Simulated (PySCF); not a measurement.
Solvent effects on NMR parameters

Atom-mapped SMILES (the numbers label the heavy atoms): `[CH3:1][C@@H:2]1[CH2:3][CH2:4][P@+:5]1([CH3:6])[BH2-:7][C:8]#[N:9]`; H(Xn) means a hydrogen on atom n. Ha(C3), Ha(C4) are cis to C1 on the ring; Ha(B7) is pro-R; Hb(B7) is pro-S; Hb(C3), Hb(C4) are trans to C1 on the ring.

GIAO PBE0/pcSseg-1 in PySCF on one PBE0-D3(BJ)/def2-SVP conformer, non-relativistic, equivalent nuclei averaged. Solvents enter as an IEF-PCM continuum (benzene with ε = 2.3, acetonitrile with ε = 35.7) around the gas-phase geometry. Shifts are referred to TMS, BF3·OEt2 computed in the same medium.

Gas phase, δ in ppm: C8 136.1, C2 35.1, C3 28.6, C4 17.8, C1 16.6, C6 10.4, B7 -45.1, Ha(C4) 3.20, Hb(C3) 2.75, Ha(C3) 2.08, H(C2) 1.99, H(C1) 1.71, Hb(C4) 1.60, Hb(B7) 1.52. Dipole moment 7.76 D.

Q: How does each δ change in the continuum?

A: 
```tsv
atoms	environment	Δδ, benzene	Δδ, acetonitrile
C8	nitrile carbon	+3.8	+8.3
C2	sp3 CH bonded to P	+1.0	+2.2
C3	sp3 CH2 in a ring	+0.4	+0.9
C4	sp3 CH2 bonded to P	+0.9	+2.0
C1	methyl carbon	+0.4	+1.0
C6	methyl carbon bonded to P	+0.2	+0.7
B7	boron bonded to C, P, 2 H	-0.2	-0.5
Ha(C4)	hydrogen on an sp3 CH2 bonded to P	-0.09	-0.24
Hb(C3)	hydrogen on an sp3 CH2 in a ring	+0.10	+0.28
Ha(C3)	hydrogen on an sp3 CH2 in a ring	+0.04	+0.03
H(C2)	hydrogen on an sp3 CH bonded to P	+0.18	+0.44
H(C1)	hydrogen on a methyl carbon	-0.05	-0.13
Hb(C4)	hydrogen on an sp3 CH2 bonded to P	+0.18	+0.41
Hb(B7)	hydrogen on a boron bonded to C, P	-0.13	-0.25
```

Changes are relative to the gas phase. The dipole moment becomes 8.78 D in benzene, 10.06 D in acetonitrile.

Q: Which nuclei move most (in ppm), and what does the model miss?

A: C8 (nitrile carbon, +8.3 ppm) in acetonitrile. A continuum only polarises the solute; specific hydrogen bonds, the anisotropy of aromatic solvents and changes of geometry or conformer are outside it.
